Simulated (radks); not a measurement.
Values are calculated unless marked as measured or tabulated.
Q: The mean radii <r> (bohr) of the occupied orbitals of an atom or ion are listed with their occupations. Level of theory: scalar-relativistic Kohn-Sham, exchange-only LDA, spin-polarised, spherical densities, point nucleus (a radial shooting solver on a logarithmic mesh with Libxc functionals).

orbital  occ.     <r>
1s up       1  0.4252
1s down     1  0.4237
2s up       1   2.290

Name the element and its charge. Open shells, if any, are filled with parallel spins first.

A: Z = 4, beryllium, charge +1: Be+ in [He] 2s1. The 1s radius gives Z: for a bare nucleus <r> = (2 gamma + 1)/(2Z) with gamma = sqrt(1 - (Z/c)^2), 0.3749 bohr for Z = 4, and screening makes it slightly larger (0.4252 here). The occupations add up to 3, and the charge is Z minus that.
